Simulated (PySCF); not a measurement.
# Bond lengths and vibrations by method: AlBFHO

Calculated results; nothing here was measured. The program is PySCF 2.14.0, an open-source quantum chemistry code, run on an isolated molecule that a program drew, which may never have been made. The molecule is AlBFHO (charge 0, singlet), drawn as the SMILES string `O=[B][AlH][F]`.

The geometry was optimised and harmonic frequencies were computed with HF and MP2, all in the cc-pV(D+d)Z basis, for the commonest isotopes, with a restricted reference for singlets and an unrestricted one otherwise, and a frozen core in MP2. Each result is a local minimum of its method.

Geometry at the HF minimum:
```xyz
5
AlBFHO, angstrom
O     1.9023    0.4765   -2.2328
B     0.8759    0.2182   -1.6962
Al   -0.9809   -0.2381   -0.7748
F    -0.9078   -0.5745    0.8372
H    -2.3563   -0.2712   -1.5102
```

Lengths of the bonds as drawn, in Å (atoms numbered as above):
| bond | HF | MP2 |
|---|---|---|
| O1-B2 | 1.187 | 1.222 |
| B2-Al3 | 2.122 | 2.107 |
| Al3-F4 | 1.648 | 1.670 |
| Al3-H5 | 1.560 | 1.564 |

Rotational constants, in GHz:
| constant | HF | MP2 |
|---|---|---|
| A | 22.02 | 21.82 |
| B | 2.599 | 2.559 |
| C | 2.325 | 2.291 |

Harmonic frequencies in cm^-1, each column in rising order, so a row needn't be the same motion in every method:
```
rank    HF   MP2
   1   148   139
   2   276     ?
   3   367   338
   4   482   472
   5   524   506
   6   698   674
   7   867   839
   8  2076  1900
   9  2131  2037
```

**Estimate the missing MP2 frequency from the HF column.**

A single factor s that minimises the squared misfit of MP2 against s times HF over the other rows is sum(HF x MP2) / sum(HF^2) = 0.9411, with an rms misfit of 26 cm^-1. For rank 2 it gives 0.9411 x 276 = 260 cm^-1. The calculation gives 248 cm^-1, 12 cm^-1 below the estimate. The drawn bonds are on average 1.0 % longer in MP2 than in HF.
